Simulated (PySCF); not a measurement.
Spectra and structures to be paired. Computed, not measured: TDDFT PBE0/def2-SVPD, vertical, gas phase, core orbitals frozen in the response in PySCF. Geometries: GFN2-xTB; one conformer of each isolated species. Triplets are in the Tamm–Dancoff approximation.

A. `C=C/C(=C/C)C(Cl)Cl`
B. `N#CC(C#N)(C#N)CF`
C. `CCC(=O)OC[SiH3]`
D. `FC(F)(F)C=C1CCC1`
E. `FC(F)=C(F)[C@@H]1CCO1`

Lowest singlet levels (six at most, fewer where fewer were computed) with oscillator strengths:

1. 185 nm (f 0.344); 177 nm (f 0.000); 170 nm (f 0.003); 166 nm (f 0.001); 158 nm (f 0.006); 154 nm (f 0.000); T1 4.13 eV
2. 200 nm (f 0.028); 191 nm (f 0.003); 183 nm (f 0.013); 178 nm (f 0.212); 171 nm (f 0.003); 166 nm (f 0.002); T1 4.23 eV
3. 163 nm (f 0.000); 163 nm (f 0.000); 162 nm (f 0.000); 158 nm (f 0.000); 156 nm (f 0.017); 156 nm (f 0.000); T1 6.23 eV
4. 208 nm (f 0.002); 174 nm (f 0.001); 172 nm (f 0.035); 166 nm (f 0.030); 157 nm (f 0.019); 156 nm (f 0.008); T1 5.57 eV
5. 237 nm (f 0.331); 221 nm (f 0.004); 209 nm (f 0.000); 204 nm (f 0.154); 199 nm (f 0.118); 193 nm (f 0.003); T1 2.99 eV

Problem. Match each spectrum to its molecule.

Solution. 1 = D, 2 = E, 3 = B, 4 = C, 5 = A.
- A: S1 at 5.22 eV, HOMO→LUMO (90%); Löwdin shares by element: HOMO carbon 79% or more (atoms not listed hold the other 21%); LUMO carbon 67% or more (atoms not listed hold the other 33%); HOMO -6.88 and LUMO -1.33 eV.
- B: S1 at 7.59 eV, HOMO-1→LUMO (41%), HOMO→LUMO+1 (21%), HOMO-2→LUMO+2 (13%); Löwdin shares by element: HOMO nitrogen 31% or more, carbon 22% or more (atoms not listed hold the other 48%); LUMO nitrogen 38%, carbon 13% or more (atoms not listed hold the other 49%); HOMO -10.89 and LUMO -1.50 eV; point group Cs, 5 of its 6 listed states under f = 0.0005.
- C: S1 at 5.97 eV, HOMO→LUMO (85%), HOMO-3→LUMO (9%); Löwdin shares by element: HOMO oxygen 29% or more, hydrogen 26% or more, silicon 24% (atoms not listed hold the other 22%); LUMO carbon 44% or more, oxygen 38% (atoms not listed hold the other 18%); HOMO -7.91 and LUMO -0.20 eV.
- D: S1 at 6.70 eV, HOMO→LUMO (96%); Löwdin shares by element: HOMO carbon 75% or more (atoms not listed hold the other 25%); LUMO carbon 67% or more (atoms not listed hold the other 33%); HOMO -7.84 and LUMO -0.69 eV.
- E: S1 at 6.20 eV, HOMO-1→LUMO (46%), HOMO→LUMO (44%); Löwdin shares by element: HOMO carbon 47% or more, oxygen 14%, fluorine 10% or more (atoms not listed hold the other 29%); LUMO carbon 55% or more, oxygen 8% (atoms not listed hold the other 37%); HOMO -7.41 and LUMO -0.15 eV.
